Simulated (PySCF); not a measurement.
**How methods differ on the ionisation energy of Ge**

Ge [Ar] 3d10 4s2 4p2 (3P) → Ge⁺ [Ar] 3d10 4s2 4p1 (2P), as a difference of total energies. Calculation: PySCF 2.14, in aug-pcseg-2 (7s6p4d2f, 59 functions); the non-relativistic Hamiltonian (point nucleus). Correlated levels: valence: [Ar] 3d10 frozen. The calculations carry no spin-orbit coupling.

```
           method  ionisation energy (eV)
              UHF                   7.444
              LDA                   8.047
              PBE                   7.927
             PBE0                   7.962
           r2SCAN                   8.086
            wB97X                   7.755
            M06-L                   7.661
            B3LYP                   7.907
        BHandHLYP                   7.789
    MP2 (valence)                   7.791
SCS-MP2 (valence)                   7.716
```

Task: How much does correlation contribute at MP2 (valence)?

Result: 7.791 − (7.444) = 0.347 eV, measured against UHF.

These non-relativistic numbers lack the scalar-relativistic shift.

Errors of the correlated levels include the incompleteness of this basis and the frozen core.

For comparison: 7.925 eV (measured; NIST levels, between the centres of gravity of the two terms).
